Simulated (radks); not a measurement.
Tc VI, 38 electrons, occupied as [Kr] 4d2.

All-electron calculation, non-relativistic Kohn-Sham, LDA (Slater exchange, Perdew-Wang correlation), spin-polarised, spherical densities, point nucleus; open shells are filled with parallel spins first (spin-orbit coupling, left out, can overturn this in heavy ions); relativity is left out, which matters for an element this heavy. Program: a radial shooting solver on a logarithmic mesh with Libxc functionals.

Energy parts (hartree):
total: -4196.61424
kinetic: 4193.92201
electron-nucleus: -9900.59202
Hartree: 1629.64730
exchange-correlation: -119.59154

Orbitals (lengths in bohr, moments of r in powers of bohr):
| orbital | occ. | eigenvalue (hartree) | <1/r> |
|---|---|---|---|
| 1s up | 1 | -748.1685 | 42.44 |
| 1s down | 1 | -748.1684 | 42.44 |
| 2s up | 1 | -107.0188 | 9.583 |
| 2s down | 1 | -107.0050 | 9.584 |
| 2p up | 3 | -99.05905 | 9.585 |
| 2p down | 3 | -99.04843 | 9.586 |
| 3s up | 1 | -20.55049 | 3.341 |
| 3s down | 1 | -20.54080 | 3.341 |
| 3p up | 3 | -17.45793 | 3.255 |
| 3p down | 3 | -17.44737 | 3.255 |
| 3d up | 5 | -11.76243 | 3.085 |
| 3d down | 5 | -11.74837 | 3.085 |
| 4s up | 1 | -4.86719 | 1.286 |
| 4s down | 1 | -4.80392 | 1.289 |
| 4p up | 3 | -3.92902 | 1.186 |
| 4p down | 3 | -3.86404 | 1.189 |
| 4d up | 2 | -2.41935 | 0.9606 |
| 4d down | 0 | -2.35375 | 0.9596 |

The highest occupied level is 4d up at -65.834 eV. For comparison, the ionisation energy in NIST's Atomic Spectra Database is 72 eV (theoretical). In exact Kohn-Sham theory the highest level is minus the ionisation energy, but local and semilocal functionals leave it too shallow, through self-interaction and a potential that decays too fast; potentials with the right tail come closer.
